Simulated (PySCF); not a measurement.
MF₃ across group 3

Level: PBE0, basis family def2-TZVP, scalar-relativistic core potentials from Rb on and no relativity for lighter atoms.

Each entry is the lowest minimum that a search over a few typed start shapes (and spin states, where more than one is plausible) found, or that minimum re-optimised at the stated level; isomers with ligand–ligand bonds, or fragments after loss of a ligand pair, can lie lower. Open shells are unrestricted; no spin–orbit coupling; PySCF with density fitting.

```json
{"molecule": "ScF₃", "2S+1": "1", "point group": "D3h", "mean bond to the central atom (Å)": "1.838", "gap (eV)": "8.57", "highest ω (cm⁻¹)": "730", "lowest ω (cm⁻¹)": "91", "distinct angles (°)": "120"}
{"molecule": "YF₃", "2S+1": "1", "point group": "D3h", "mean bond to the central atom (Å)": "1.997", "gap (eV)": "8.13", "highest ω (cm⁻¹)": "594", "lowest ω (cm⁻¹)": "55", "distinct angles (°)": "120"}
{"molecule": "LaF₃", "2S+1": "1", "point group": "C3v", "mean bond to the central atom (Å)": "2.144", "gap (eV)": "7.75", "highest ω (cm⁻¹)": "535", "lowest ω (cm⁻¹)": "69", "distinct angles (°)": "115"}
```

The bond lengthens at every step; the largest change, 0.159 Å, falls between ScF₃ and YF₃ among the members listed.

The shape changes along the series: D3h for ScF₃ and YF₃; C3v for LaF₃.

Left out of the table are members whose search was unfinished or whose lowest solution was spin-contaminated, unstable, very soft or bonded differently.
